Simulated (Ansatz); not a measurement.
Consider the formal exchange of groups at the Si–Si bond: `O[SiH](O)[SiH3]` + `C=[N][GaH][CH3]` → `[CH3][GaH]/[N]=C\[SiH3]` + `O[SiH2]O`.

Calculated with Ansatz (gas phase, PBE0-D4/def2-TZVP geometries, no zero-point term in ΔE). CBS: MP2 limit from def2 TZ/QZ plus the TZ coupled-cluster correction, frozen cores. This one scheme is used for every species. For Ga outer-core shells are correlated without core-valence functions, which leaves a few kJ/mol of doubt a bond. Scalar relativity is left out up to krypton. One conformer a species, not always the lowest.

| level | ΔE (kJ/mol) |
| --- | --- |
| SCS-MP2/def2-TZVPP | -6.9 |
| MP2/def2-QZVPP | -7.2 |

(1) What does CCSD(T)/CBS give? (Best estimate.)

Largest T1 diagnostic among the species: 0.015.

Results:

(1) Computed: -1.9 kJ/mol. The listed levels differ from it by -5.0, -5.3 kJ/mol.
